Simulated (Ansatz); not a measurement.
`[SiH3][O][Sn][O][SiH3]` + `NB[SeH]` → `NB[Se][SiH3]` + `[OH][Sn][O][SiH3]`  (ligand exchange at the Si–O bond)

Calculated with Ansatz (gas phase, PBE0-D4/def2-TZVP geometries, no zero-point term in ΔE). CCSD(T)/CBS adds triple-zeta CCSD(T) − MP2 to the extrapolated MP2 energy (def2 sets, frozen cores). Functionals use def2-TZVPP. Elements past krypton have def2 core potentials. For Se, Sn outer-core shells are correlated without core-valence functions, which leaves a few kJ/mol of doubt a bond. Scalar relativity is left out up to krypton. One conformer a species, not always the lowest.

`[SiH3][O][Sn][O][SiH3]`:

```xyz
11

Si   -1.871    0.725    0.047
O    -0.880    1.422   -1.049
Sn    0.958    1.636   -1.730
O     1.825    0.213   -0.676
Si    1.668   -1.072    0.319
H    -2.431   -0.547   -0.484
H    -2.996    1.649    0.357
H    -1.147    0.427    1.315
H     2.757   -2.048    0.045
H     0.361   -1.758    0.112
H     1.756   -0.648    1.743
```

`NB[SeH]`:

```xyz
7

N    -1.060   -0.020   -0.597
B     0.188   -0.246   -0.030
Se    0.994    1.094    1.145
H    -1.496   -0.693   -1.204
H    -1.611    0.808   -0.451
H     0.776   -1.259   -0.256
H     2.210    0.316    1.393
```

`NB[Se][SiH3]`:

Cartesian coordinates in Å:
```
N 1.574 0.114 -0.455
B 0.619 0.630 -1.318
Se -1.323 0.550 -1.050
Si -1.418 -0.400 1.010
H 2.557 0.185 -0.659
H 1.375 -0.391 0.392
H 0.960 1.173 -2.325
H -1.009 0.554 2.074
H -0.518 -1.584 1.090
H -2.818 -0.831 1.240
```

`[OH][Sn][O][SiH3]`:

Cartesian coordinates in Å:
```
O -0.108 2.175 1.137
Sn 1.485 1.868 0.015
O 1.022 0.036 -0.606
Si -0.129 -1.107 -0.468
H -0.747 1.456 1.177
H 0.448 -2.368 0.072
H -1.218 -0.673 0.463
H -0.752 -1.387 -1.789
```

| level | ΔE (kJ/mol) |
| --- | --- |
| r2SCAN-D4 | 40.6 |
| HF/def2-TZVPP | 69.1 |
| SCS-MP2/def2-TZVPP | 52.2 |
| HF/def2-QZVPP | 71.3 |

(1) What does CCSD(T)/CBS give? (An estimate is asked.)

Largest T1 diagnostic among the species: 0.016.

Answers

(1) Computed: +44.7 kJ/mol. The listed levels differ from it by -4.1, 24.4, 7.5, 26.6 kJ/mol.

From PBE to PBE0 (25 % exact exchange), in def2-TZVPP and without D4, ΔE moves by +6.1 kJ/mol. In def2-TZVPP, CCSD(T) changes the Hartree–Fock value by −21.1 kJ/mol (the triples alone add −4.1 kJ/mol) and MP2 by −23.8 kJ/mol.
